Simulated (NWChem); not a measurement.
System: MgH2SeS; SMILES [SH][Mg][SeH]

NWChem printed, in part:

```
             Northwest Computational Chemistry Package (NWChem) 7.3.0
             --------------------------------------------------------

 C1  symmetry detected

                             Geometry "geometry" -> ""
                             -------------------------

 Output coordinates in angstroms (scale by  1.889725989 to convert to a.u.)

  No.       Tag          Charge          X              Y              Z
 ---- ---------------- ---------- -------------- -------------- --------------
    1 Mg                  12.0000     0.00556278     0.71703342     0.00969283
    2 S                   16.0000     0.02658901     3.03635656     0.04877972
    3 H                    1.0000    -0.23485611     3.10734722    -1.28903945
    4 Se                  34.0000     0.03467045    -1.72311474     0.00454475
    5 H                    1.0000    -1.43611668    -1.70755196     0.23772856

 Effective nuclear repulsion energy (a.u.)     221.0059835314

                                 NWChem DFT Module
                                 -----------------

 Summary of "ao basis" -> "ao basis" (spherical)
 ------------------------------------------------------------------------------
       Tag                 Description            Shells   Functions and Types
 ---------------- ------------------------------  ------  ---------------------
 Mg                        def2-tzvp                12       32   5s4p3d
 S                         def2-tzvp                13       37   5s5p2d1f
 H                         def2-tzvp                 4        6   3s1p
 Se                        def2-tzvp                16       48   6s5p4d1f

            General Information
            -------------------
          SCF calculation type: DFT
          Wavefunction type:  closed shell.
          No. of atoms     :     5
          No. of electrons :    64
           Alpha electrons :    32
            Beta electrons :    32
          Charge           :     0
          Spin multiplicity:     1
          Use of symmetry is: off; symmetry adaption is: off
          Maximum number of iterations: 150
          AO basis - number of functions:   129
                     number of shells:    49
          Convergence on energy requested:  1.00D-06
          Convergence on density requested:  1.00D-05
          Convergence on gradient requested:  5.00D-04

              XC Information
              --------------
                         B3LYP Method XC Potential
                     Hartree-Fock (Exact) Exchange  0.200
                        Slater Exchange Functional  0.800 local
                    Becke 1988 Exchange Functional  0.720 non-local
              Lee-Yang-Parr Correlation Functional  0.810
                  VWN I RPA Correlation Functional  0.190 local

             Grid Information
             ----------------
          Grid used for XC integration:  medium
          Radial quadrature: Mura-Knowles
          Angular quadrature: Lebedev.
          Tag              B.-S. Rad. Rad. Pts. Rad. Cut. Ang. Pts.
          ---              ---------- --------- --------- ---------
          Mg                  1.50       88          10.0       590
          S                   1.00       88          13.0       590
          H                   0.35       45          13.0       434
          Se                  1.15      112          13.0       590
          Grid pruning is: on
          Number of quadrature shells:   378
          Spatial weights used:  Erf1

      Superposition of Atomic Density Guess
      -------------------------------------

 Sum of atomic energies:       -2997.89227749

      Non-variational initial energy
      ------------------------------

 Total energy =   -2998.319077
 1-e energy   =   -4613.986368
 2-e energy   =    1394.661307
 HOMO         =      -0.302282
 LUMO         =      -0.057106

   convergence    iter        energy       DeltaE   RMS-Dens  Diis-err
 ---------------- ----- ----------------- --------- --------- ---------
 d= 0,ls=0.0,diis     1  -3001.1498766658 -3.22D+03  5.93D-03  1.03D+00
 d= 0,ls=0.0,diis     2  -3001.1637786102 -1.39D-02  4.52D-03  3.31D-01
 d= 0,ls=0.0,diis     3  -3001.1909306943 -2.72D-02  1.82D-03  1.18D-01
 d= 0,ls=0.0,diis     4  -3001.2067128885 -1.58D-02  2.05D-04  9.40D-04
 d= 0,ls=0.0,diis     5  -3001.2068277999 -1.15D-04  3.94D-05  6.35D-05
  Resetting Diis
 d= 0,ls=0.0,diis     6  -3001.2068359397 -8.14D-06  1.13D-05  4.66D-06
 d= 0,ls=0.0,diis     7  -3001.2068364158 -4.76D-07  5.40D-06  2.00D-07

         Total DFT energy =    -3001.206836415824
      One electron energy =    -4616.346156066570
           Coulomb energy =     1524.325886169539
    Exchange-Corr. energy =     -130.192550050212
 Nuclear repulsion energy =      221.005983531419

 Numeric. integr. density =       64.000018426246

                       DFT Final Molecular Orbital Analysis
                       ------------------------------------

 Vector   30  Occ=2.000000D+00  E=-2.792611D-01
              MO Center=  7.1D-03,  3.2D-01,  1.3D-02, r^2= 7.0D+00
   Bfn.  Coefficient  Atom+Function         Bfn.  Coefficient  Atom+Function
  ----- ------------  ---------------      ----- ------------  ---------------
    92      0.348551  4 Se py                48      0.318222  2 S  py
    95      0.242421  4 Se py                51      0.235481  2 S  py
    86     -0.236321  4 Se py                89      0.207629  4 Se py
    13     -0.144605  1 Mg py                45      0.144964  2 S  py
    39     -0.122759  2 S  py                 7      0.120054  1 Mg py

[...]
```

Level: B3LYP/def2-TZVP, vertical spin-unrestricted ions. All runs use the structure optimised with PBE-D3(BJ)/def2-SVP.

### Question
Write an input that gives this output.

### Answer
Several could match; the one computed here: the input that was run:
```
start job
memory heap 200 mb stack 900 mb global 1100 mb
geometry units angstroms noautoz
  Mg    -0.036646    -0.648943    -0.013953
  S      0.033143    -2.921990    -0.471792
  H     -0.877117    -3.194343     0.508210
  Se    -0.047644     1.744213     0.463415
  H     -1.189651     1.893046    -0.480778
end
basis spherical
  Mg library def2-tzvp
  S library def2-tzvp
  H library def2-tzvp
  Se library def2-tzvp
end
dft
  xc b3lyp
  iterations 150
  vectors input atomic output neutral.movecs
end
task dft energy
charge 1
dft
  odft
  mult 2
  vectors input atomic output cation.movecs
end
task dft energy
```
